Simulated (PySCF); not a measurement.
GeO2, SMILES [O]=[Ge]=[O].

Coordinates come from a TPSSh-D3(BJ)/def2-TZVP optimisation.

Level of theory: PySCF with TDA-PBE/def2-SVPD.

Vertical excitations; the highest root listed may be one member of a degenerate set.  State labels are in the subgroup D2h.

| state | symmetry | energy (eV) | λ (nm) | f | main pairs |
|---|---|---|---|---|---|
| S1 | B3g | 3.90 | 318 | 0.000 | HOMO→LUMO (degenerate set) |
| S2 | B2g | 3.90 | 318 | 0.000 | HOMO−1→LUMO (degenerate set) |
| S3 | B2u | 5.25 | 236 | 0.060 | HOMO−3→LUMO (degenerate set) |
| S4 | B3u | 5.25 | 236 | 0.060 | HOMO−2→LUMO (degenerate set) |
| S5 | Au | 5.65 | 219 | 0.000 | HOMO→LUMO+2 50 %, HOMO−1→LUMO+1 50 % |
| S6 | Au | 5.87 | 211 | 0.000 | HOMO−1→LUMO+1, HOMO→LUMO+2 (degenerate set) |
| S7 | B1u | 5.87 | 211 | 0.000 | HOMO−1→LUMO+2, HOMO→LUMO+1 (degenerate set) |
| S8 | B1u | 5.94 | 209 | 0.011 | HOMO−4→LUMO 61 %, HOMO→LUMO+1 19 %, HOMO−1→LUMO+2 19 % |
| S9 | B1g | 6.81 | 182 | 0.000 | HOMO−3→LUMO+2 50 %, HOMO−2→LUMO+1 50 % |
| S10 | B1g | 7.04 | 176 | 0.000 | HOMO−2→LUMO+1 50 %, HOMO−3→LUMO+2 50 % |
| T1 | B3g | 3.35 | 370 | 0 | HOMO→LUMO (degenerate set) |
| T2 | B2g | 3.35 | 370 | 0 | HOMO−1→LUMO (degenerate set) |
| T3 | B2u | 4.43 | 280 | 0 | HOMO−3→LUMO (degenerate set) |
| T4 | B3u | 4.43 | 280 | 0 | HOMO−2→LUMO (degenerate set) |
Triplets are in the Tamm–Dancoff approximation.
